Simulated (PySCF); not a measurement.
**Static response to an electric field**

Compound: C5H8O4.
Structure used (GFN2-xTB), in Å, numbered top down from 1:
```
atom  x, y, z in Å
O1     2.170   -0.675   -0.876
C2     1.775    0.353   -0.398
O3     2.506    1.111    0.415
C4     0.393    0.997   -0.653
O5    -0.238    1.326    0.551
C6    -0.675    0.175    1.256
C7    -1.617   -0.653    0.383
C8    -0.884   -0.962   -0.922
O9    -0.396    0.238   -1.512
H10    3.383    0.716    0.560
H11    0.575    1.950   -1.168
H12   -1.174    0.555    2.149
H13    0.191   -0.434    1.559
H14   -2.510   -0.065    0.167
H15   -1.902   -1.573    0.891
H16   -0.053   -1.655   -0.741
H17   -1.551   -1.393   -1.670
```

Level: PBE0/def2-SVPD (PySCF), static field, nuclei fixed, core orbitals frozen in the response. The polarisability tensor in these axes (au):

```
x   77.11  3.97 -0.09
y    3.97 69.09  3.85
z   -0.09  3.85 67.57
```

Diagonalise the tensor; give its mean and Δα, where Δα² is half the sum of the squared differences of the eigenvalues.

Principal values 63.86, 70.98 and 78.93 au; mean 71.26 au = 10.56 Å³ = 11.75 × 10⁻⁴⁰ C²·m²/J; Δα = 13.06 au (18 % of the mean).

What is the dipole moment, and where does it point?

(-0.14, -0.60, 1.90) D, 2.00 D in size, pointing from the negative to the positive side. Measured along this direction, the outermost atoms are H11 at the negative end and H12 at the positive end.

Refractivity n − 1 of an ideal gas of it at 350 K and 1 atm, from the electronic α?

N = p/kT = 2.0968 × 10¹⁹ cm⁻³, so n − 1 = 2π × N × 10.56 × 10⁻²⁴ cm³ = 1391 × 10⁻⁶ at long wavelengths.

Find the Langevin capture rate constant for H3+ (3.023 u) meeting this molecule (132.042 u), k = 2.342 × 10⁻⁹ cm³/s × √(α in Å³ / reduced mass in u).

The reduced mass is 2.96 u, so k = 4.43 × 10⁻⁹ cm³/s. The formula leaves out the permanent dipole, which adds to the capture rate.

Sum over states: ᾱ = Σ f/ω², ω in Eh. What share falls to these 6 lowest TDDFT singlets (eV, f)? 5.34, 0.0006; 6.23, 0.0025; 6.85, 0.0026; 6.99, 0.0643; 7.44, 0.0026; 7.51, 0.0228.

They add up to 1.41 au, 2.0 % of the 71.26 au; the largest single term is 0.97 au, from the state at 6.99 eV. Terms in order: 0.02, 0.05, 0.04, 0.97, 0.04, 0.30 au. Higher excitations give the rest. The strengths listed sum to 0.095.

What are the principal values of the traceless quadrupole moment, Θ = ½Σq(3rr − r²1), about the centre of nuclear charge?

-12.62, 0.41, 12.21 D·Å. The values depend on the origin, since the dipole doesn't vanish. The electronic extent ⟨r²⟩ about the same centre is 1047 bohr², a root-mean-square distance of 2.05 Å for the 70 electrons.

Directions of the eigenvectors, and the extent of the frame along each?

Largest value along (0.90, 0.42, 0.13), where the nuclei span 5.68 Å; middle along (-0.38, 0.61, 0.70), 4.13 Å; least along (0.21, -0.68, 0.71), 3.46 Å. The response follows the extents in order.

Geometry: GFN2-xTB, one conformer, isolated molecule.

The run behind these numbers computed excited states as well. On Arm Neoverse V1, one thread, on a shared host, this took 57 s of wall time and 1.0 GiB of memory at its peak.
